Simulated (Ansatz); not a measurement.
Ansatz (a first-principles code) input (PBE/LANL2DZ): The .json file is the Basis Set Exchange's LANL2DZ.

Ansatz 0.2 input:
```yaml
crystal:
  periodic: [false, false, false]
  atoms:
    - {symbol: Ag, position_ang: [-0.00000000, -0.00000000, -1.43375140]}
    - {symbol: I, position_ang: [0.00000000, 0.00000000, 1.27143992]}
basis:
  gaussian:
    orbitals: LANL2DZ.json
hamiltonian:
  xc: {name: PBE}
total_charge: 1
magnetization: {spin_polarized: true, initial_magnetization: 1}
relax: {f_tol: 0.003, max_steps: 120}
```

**Question.** What final total energy does it give?

**Answer.** -156.83640 Eh.
